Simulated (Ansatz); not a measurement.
Species, as SMILES: FSF.
Geometry (B3LYP-D3(BJ)/def2-TZVP, fixed):
```xyz
3

F     -1.2130    -0.5047     0.0161
S     -0.0057     0.5532     0.0075
F      1.2232    -0.4788    -0.0294
```
Charge 0, spin multiplicity 1.

Basis-set convergence of the dipole moment at PBE0 with Ansatz (a first-principles code). Dipoles come from the density behind the forces; the sign is taken along the dipole that this method gives in the largest set. Cartesian d functions, on some or all atoms, in 6-311G**; all else is spherical. The program fits the integrals of some runs and decomposes those of others, by size. No added dispersion term, no relativity. Reference: the value in aug-pcseg-3, 1.045 D. Deviations are taken from unrounded values.

```csv
basis,functions,dipole moment (D),minus reference (D)
STO-3G,19,0.442,-0.603
6-31G,31,1.682,0.637
pcseg-0,31,1.612,0.568
cc-pV(D+d)Z,51,1.318,0.274
6-311G**,63,1.505,0.461
aug-pcseg-1,73,1.092,0.047
def2-SVPD,73,1.140,0.096
jun-cc-pV(T+d)Z,126,1.050,0.005
def2-TZVPPD,131,1.049,0.004
aug-pcseg-2,142,1.056,0.012
cc-pV(Q+d)Z,174,1.069,0.024
aug-cc-pV(Q+d)Z,249,1.045,0.001
aug-pcseg-3,259,1.045,0.000
```

The smallest set listed that lies within 0.02 D of the reference with all its larger relatives (same family, alike in diffuse functions; a set with none counts only in the reference's own line) is jun-cc-pV(T+d)Z (126 functions, 0.005 D off). (Relatives not listed, tested too: aug-cc-pV(T+d)Z 0.003, def2-QZVPPD -0.001 D.)
